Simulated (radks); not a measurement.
Numerical settings for neutral bismuth, [Hg] 6p3. All-electron calculation, scalar-relativistic Kohn-Sham, PBE, spin-polarised, spherical densities, finite nucleus; open shells are filled with parallel spins first (spin-orbit coupling, left out, can overturn this in heavy ions); Fermi nuclear charge, rms radius 5.5211 fm. Program: a radial shooting solver on a logarithmic mesh with Libxc functionals. The defaults (mesh step 0.008 in ln r, mesh end at 40 bohr or more with all orbitals vanishing there, Anderson mixing 0.5 over 9 steps, residual threshold near 1e-9 with the energy settled to 1e-9 hartree or 1e-11 of itself, here a cap of 95 iterations) give E = -21524.319 hartree and 6p at -5.181 eV in 15 iterations. Times are rough (one thread of a shared host). Changes against that run (0 stands for a change within the tolerance of the run):

| setting | iterations | converged | E (mhartree) | e(6p) (meV) | CPU (s) |
|---|---|---|---|---|---|
| mesh step in ln r 0.003 | 17 | yes | 0 | 0 | 0.88 |
| mesh step in ln r 0.12 | 4 | no | diverged | - | 0.02 |
| mesh step in ln r 0.012 | 15 | yes | 0 | 0 | 0.22 |
| mesh end (bohr) 20 | 15 | yes | 0 | 0 | 0.31 |
| mesh end (bohr) 400 | 15 | yes | 0 | 0 | 0.32 |
| residual threshold 1e-05 | 9 | yes | 0 | +0.0525 | 0.23 |
| residual threshold 1e-16 | 95 | no | 0 | 0 | 0.84 |
| mixing 1.5 | 15 | yes | 0 | 0 | 0.33 |
| linear mixing, mixing 0.2 | 88 | yes | 0 | 0 | 1.4 |
| linear mixing, mixing 0.05 | 95 | no | -3.61 | -15.7 | 1.8 |
| mixing history 2 | 18 | yes | 0 | 0 | 0.36 |
| iteration cap 5 | 5 | no | +6 | +3.91 | 0.14 |

No run marked as converged misses the energy by more than 1 mhartree. A mesh that ends early acts as a hard wall.
